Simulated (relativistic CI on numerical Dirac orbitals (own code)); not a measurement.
Line list: Forbidden lines, Ba XXI

These numbers are calculated, not measured: Dirac-Coulomb-Breit CI, KLI orbitals optimised for each configuration, QED by a radiative potential, unscaled Slater integrals (own radial code, finite nucleus).

Configuration list (outside the closed core [Ar] 3d10): 4s2 4p6, 4s2 4p5 4d, 4s 4p6 4d, 4s2 4p5 4f, 4s 4p6 4f, 4s2 4p5 5s, 4s2 4p5 5p, 4s 4p6 5s, 4p6 4d 4f, 4s2 4p5 5d, 4s 4p6 5p, 4s2 4p5 5f, 4s2 4p5 5g, 4s 4p6 5d, 4s2 4p5 6s, 4s2 4p5 6p, 4s2 4p5 6d, 4s 4p6 5f, 4p6 4f 5s, 4s2 4p5 6f, 4s 4p6 5g, 4p6 4d2, 4p5 4d3, 4p5 4d2 4f, 4p5 4d2 5s, 4p5 4d2 5p, 4p6 4f2, 4p5 4d 4f2, 4p5 4f3, 4p5 4f2 5s, 4p5 4f2 5p, 4p6 4d 5s, 4p5 4d 4f 5s, 4p5 4d 5s2, 4p5 4d 5s 5p. Double excitations out of closed p, d and f shells are left out; levels of such configurations are missing from the list, as are those of other unlisted configurations, and high levels can miss mixing partners. These lack a partner that the ground configuration has and come out too high: 4s2 4p5 5d, 4s2 4p5 5f, 4s2 4p5 5g, 4s2 4p5 6s, 4s2 4p5 6p.

```tsv
λ vac (Å)	Lower	Upper	Type	A (s⁻¹)	gf	Branching (%)
34.549	4s2 4p5 4d 3F°_4 [6]	4p5 4d3 3H°_6 [170]	E2	3.65e+04	8.49e-08	n/a
34.668	4s2 4p5 4d 3F°_4 [6]	4p5 4d3 3H°_6 [165]	E2	3.10e+05	7.27e-07	n/a
35.088	4s2 4p5 4d 3F°_4 [6]	4p5 4d3 3I°_6 [150]	E2	1.69e+05	4.04e-07	n/a
35.476	4s2 4p5 4d 3F°_4 [6]	4p5 4d3 5G°_6 [137]	E2	1.43e+05	3.52e-07	n/a
66.353	4s 4p6 4d 3D_1 [14]	4p6 4d2 3P_1 [67]	E2	2.88e+07	5.70e-05	n/a
66.944	4s 4p6 4d 1D_2 [17]	4p6 4d2 1S_0 [70]	E2	6.02e+07	4.05e-05	n/a
67.312	4s 4p6 4d 3D_2 [15]	4p6 4d2 3F_4 [65]	E2	1.11e+07	6.82e-05	n/a
67.531	4s 4p6 4d 3D_2 [15]	4p6 4d2 3P_0 [64]	E2	5.72e+07	3.91e-05	n/a
67.633	4s 4p6 4d 3D_1 [14]	4p6 4d2 3F_3 [63]	E2	1.17e+07	5.59e-05	n/a
67.871	4s 4p6 4d 3D_3 [16]	4p6 4d2 3P_1 [67]	E2	2.71e+07	5.61e-05	n/a
68.151	4s 4p6 4d 3D_2 [15]	4p6 4d2 3F_3 [63]	E2	2.76e+07	1.34e-04	n/a
68.346	4s 4p6 4d 3D_3 [16]	4p6 4d2 3F_4 [65]	E2	3.79e+07	2.39e-04	n/a
68.687	4s 4p6 5s 3S_1 [56]	4p6 4d 5s 3D_3 [281]	E2	2.78e+07	1.38e-04	n/a
69.067	4s 4p6 4f 3F°_4 [38]	4p5 4d3 1I°_6 [236]	E2	7.99e+05	7.42e-06	n/a
69.212	4s 4p6 4d 3D_3 [16]	4p6 4d2 3F_3 [63]	E2	1.57e+07	7.90e-05	n/a
70.179	4s 4p6 5s 3S_1 [56]	4p6 4d 5s 3D_1 [279]	E2	2.45e+07	5.44e-05	n/a
70.275	4s 4p6 4d 1D_2 [17]	4p6 4d2 1G_4 [68]	E2	4.01e+07	2.67e-04	n/a
70.380	4s 4p6 4f 3F°_4 [38]	4p6 4d 4f 3H°_6 [226]	E2	2.50e+07	2.41e-04	n/a
72.083	4s2 4p5 4d 3P°_0 [2]	4s2 4p5 5s 3P°_2 [30]	E2	3.70e+06	1.44e-05	4.4
72.877	4s2 4p5 4d 3P°_1 [3]	4s2 4p5 5s 3P°_2 [30]	E2	1.02e+07	4.07e-05	12.0
73.009	4p6 4d2 3F_2 [59]	4p6 4d 5s 3D_1 [279]	E2	2.69e+07	6.45e-05	n/a
73.637	4s2 4p5 4d 3F°_2 [10]	4s2 4p5 5s 3P°_0 [32]	E2	3.52e+07	2.86e-05	17.7
73.652	4p6 4d2 3F_4 [65]	4p6 4d 5s 3D_3 [281]	E2	2.99e+07	1.70e-04	n/a
74.070	4s2 4p5 4d 3F°_3 [4]	4s2 4p5 5s 3P°_2 [30]	E2	1.13e+07	4.63e-05	13.3
74.309	4s2 4p5 4d 3D°_2 [5]	4s2 4p5 5s 3P°_2 [30]	E2	1.50e+07	6.22e-05	17.7
74.345	4p6 4d2 3F_3 [63]	4p6 4d 5s 3D_1 [279]	E2	1.58e+07	3.92e-05	n/a
74.712	4s2 4p5 4d 3F°_4 [6]	4s2 4p5 5s 3P°_2 [30]	E2	2.88e+07	1.21e-04	34.0
75.626	4s2 4p5 4d 3D°_2 [11]	4s2 4p5 5s 3P°_0 [32]	E2	3.98e+07	3.42e-05	20.0
75.956	4p6 4d2 3P_1 [67]	4p6 4d 5s 3D_1 [279]	E2	1.36e+07	3.54e-05	n/a
77.260	4s2 4p5 4d 3D°_3 [8]	4s2 4p5 5s 3P°_2 [30]	E2	8.88e+06	3.97e-05	10.5
```

Terms are leading LS components. Brackets give the number of a level in order of energy, since labels repeat. The list gives strong lines, with weight on those to low levels, among the lowest 400 of 2891 levels, so that lines to higher ones, which can be the strongest, are missing. Levels whose partners in the same complex of configurations lie outside the list can be far off, and so can their lines. Rates are taken at the computed energies, electric ones in the length gauge.

At this charge energies of transitions that change n are usually good to better than 1 %, and those within a shell (Δn = 0) to a few per cent.

LS names give the leading component of a level, which can be under half, so a name can repeat, a term be missing and a line seem to break the LS rules.
